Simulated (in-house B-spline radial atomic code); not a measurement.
The numbers below are computed, except where a source is named.
# Weak and strong correlation along the adiabatic connection

Two-electron singlets in several external potentials (atomic units), by full CI in B-splines with partial waves to l = 8 (correlation energies up to 0.6 % small). The repulsion is scaled by λ at fixed density; W(λ) is the mean repulsion less the Hartree energy, W(0) = E_x, and the area under W from 0 to 1 is E_xc.

One system gave this curve:

```csv
λ,W (hartree)
0,-1.131
0.02,-1.133
0.05,-1.1359
0.12,-1.1427
0.25,-1.1548
0.4,-1.168
0.6,-1.1844
0.8,-1.1996
1,-1.2137
1.4,-1.2391
2,-1.2713
3,-1.3134
4.5,-1.3586
7,-1.4073
```

Q: Which system is it?
A. −Z exp(−kr)/r, Z = 8.32, k = 1.01
B. −Z exp(−kr)/r, Z = 2.38, k = 0.698
C. ω²r²/2 − Z/r, ω = 0.463, Z = 1
D. −Z exp(−kr)/r, Z = 4.06, k = 1.69

A: B. The exchange energy sets the size: −Z exp(−kr)/r, Z = 2.38, k = 0.698: E_x = -1.13, E_c = -0.044; −Z exp(−kr)/r, Z = 8.32, k = 1.01: E_x = -4.91, E_c = -0.0454; −Z exp(−kr)/r, Z = 4.06, k = 1.69: E_x = -1.96, E_c = -0.0461; ω²r²/2 − Z/r, ω = 0.463, Z = 1: E_x = -0.701, E_c = -0.0378 hartree.
